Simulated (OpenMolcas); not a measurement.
## Nd3+: CASPT2 settings compared

| Property | Result |
| --- | --- |
| Program | OpenMolcas 26.06 |
| Basis | ANO-R1 [7s5p3d2f] |
| Scalar Hamiltonian | X2C, finite nucleus |
| Active space | 3 electrons in 7 orbitals (4f) |
| State averaging | 2S+1 = 4 odd, 35 roots; 2S+1 = 2 odd, 96 roots kept (CI in the orbitals of an earlier block) |
| Spin-orbit coupling | RASSI with atomic mean-field integrals over the reference wave functions, term energies averaged over their components |

Methods on the same reference wave functions:
A. CASSCF
B. SS-CASPT2, IPEA 0.2 Eh, sigma2 regulariser 0.15 Eh (closed shells correlated: none)
C. MS-CASPT2, IPEA 0.2 Eh, sigma2 regulariser 0.15 Eh (closed shells correlated: none)
D. XMS-CASPT2, IPEA 0.1 Eh, sigma1 regulariser 0.4 Eh (closed shells correlated: 5s 5p)
E. XMS-CASPT2, IPEA 0.5 Eh, imaginary shift 0.2 Eh (closed shells correlated: 5s 5p)

Energies in cm-1 above 4f3 4I* 9/2, the measured ground level; measured values from the list in Arab et al., J. Quant. Spectrosc. Radiat. Transfer 229, 145 (2019) and Gaigalas et al. (2019), from Wyart et al. (2007).

| Level | A | B | C | D | E | Measured |
| --- | --- | --- | --- | --- | --- | --- |
| 4f3 4I* 9/2 | 0.0 | 0.0 | 0.0 | 0.0 | 0.0 | 0.0 |
| 4f3 4I* 11/2 | 2016 | 2030 | 2030 | 2030 | 2020 | 1897 |
| 4f3 4I* 13/2 | 4195 | 4210 | 4210 | 4210 | 4210 | 3907 |
| 4f3 4I* 15/2 | 6490 | 6510 | 6510 | 6500 | 6500 | 5989 |
| 4f3 2H* 9/2(1) [73 %] | 15961 | 15190 | 15190 | 15260 | 15390 | 12800 |
| 4f3 4F* 3/2 | 15974 | 15450 | 15450 | 14690 | 14780 | 11698 |
| 4f3 4F* 5/2 | 17070 | 16560 | 16560 | 15800 | 15880 | 12748 |
| 4f3 4S* 3/2 | 18012 | 17450 | 17450 | 16850 | 16930 | 13792 |
| 4f3 4F* 7/2 | 18090 | 17560 | 17560 | 16840 | 16940 | 13720 |
| 4f3 4F* 9/2 | 19259 | 18700 | 18700 | 18100 | 18190 | 14995 |
| 4f3 2H* 11/2(1) | 19381 | 18600 | 18600 | 18760 | 18880 | 16162 |
| 4f3 2G* 7/2 | 22233 | 21370 | 21370 | 21150 | 21330 | 17655 |
| 4f3 4G* 5/2 | 24227 | 23550 | 23550 | 22320 | 22480 | 17707 |
| 4f3 2K* 13/2 | 24337 | 23870 | 23870 | 23620 | 23770 | 20005 |
| 4f3 2G* 9/2 [53 %] | 25157 | 24340 | 24340 | 24010 | 24170 |  |
| 4f3 4G* 7/2 | 25786 | 25100 | 25100 | 23990 | 24150 | 19541 |
| 4f3 2K* 15/2 | 26594 | 26130 | 26130 | 25870 | 26020 | 22044 |
| 4f3 4G* 9/2 [70 %] | 27430 | 26740 | 26740 | 25730 | 25890 |  |
| 4f3 4G* 11/2 | 28857 | 28190 | 28190 | 27000 | 27160 | 22047 |
| 4f3 2P* 1/2 | 30313 | 29060 | 29060 | 28630 | 28830 |  |
| 4f3 2D* 5/2(1) | 30678 | 29510 | 29510 | 29100 | 29350 | 24333 |
| 4f3 2I* 11/2 | 38350 | 37460 | 37460 | 36560 | 36860 | 30180 |
| 4f3 2L* 15/2 | 39199 | 38670 | 38670 | 37560 | 37840 | 31036 |
| 4f3 2I* 13/2 | 39640 | 38780 | 38780 | 37930 | 38220 | 31583 |

Deviations, from unrounded energies. A percentage is the sum of absolute deviations over the sum of measured energies, with the sign that they share, or ± where signs differ.

```
                        Against measurement  Levels      A      B      C      D      E
             mean absolute deviation (cm-1)      20   4600   4100   4100   3500   3700
      fine structure of the ground term (%)       3   +7.7   +8.1   +8.1   +8.0   +7.9
other terms of the ground configuration (%)      17  +27.6  +24.1  +24.1  +20.9  +21.7
```

D, E lie about equally close to measurement and A furthest from it. The largest miss of D in the table is 4f3 2L* 15/2, by +6500 cm-1. The ranking rests on the paired levels alone, and a cruder setting can come out closer through cancelling errors.

Among B to E the level of the table that moves most is 4f3 4G* 5/2, by 1200 cm-1 (lowest in D, highest in C). Moves below CASPT2's spread within the term are not significant.

The mean deviations of B to E differ by less than CASPT2's widest spread within a term (700 cm-1), so their order carries little weight.

From A to B the spin-free energies of the other terms of 4f3 shown, above 4I*, scale by factors of 0.94 to 0.98.

The lowest spin-free term lies below A's lowest term by 0.009 hartree in B, 0.009 hartree in C, 0.135 hartree in D, 0.132 hartree in E.

CASPT2 does not keep the components of a term degenerate, so their means are used; among the terms shown or strongly mixed into the levels shown the widest spread is 700 cm-1 (4f3 4G*, E). High states are left out of the spin-orbit mixing, which shifts the levels that they would mix with. Some levels mix across a computed gap that differs much from the measured one, so their mixing is not that of the real levels. Terms from blocks run as CI alone lack orbitals of their own. The basis is small and was not contracted for so high a charge. The CASPT2 spread within a term exceeds the gap to the next term for 4f3 4F* and 4f3 4S*, 4f3 2K* and 4f3 4G*, so the order of their levels is uncertain, and so are names and mixing where such terms share a J (figures for D; the like holds for E). Without dynamic correlation excited terms often stand tens of per cent too high (terms of higher spin than the ground term too low), and those without a measured partner can miss by more than the paired ones (holds for A). Some terms miss by over 15 % even with CASPT2, which points to a basis or an active space too small for the shells correlated (holds for B; C; D; E). Blocks of more than 70 roots (2S+1 = 2 odd) ran without multistate coupling (holds for C). Measured partners are found by configuration, term and J. A level has none where our copy of the source lacks it or the pairing is in doubt (some pairs that miss far off the trend of their configuration count as doubtful), and it then counts in no deviation. Levels of configurations outside the active space are missing. The table leaves out levels that lie high or whose names do not pair safely across all columns.

A share in square brackets marks a mixed level and gives the weight of the term that names it, the lowest over the columns. A number in round brackets counts repeated terms of one configuration in the order of the reference energies. * marks odd parity.
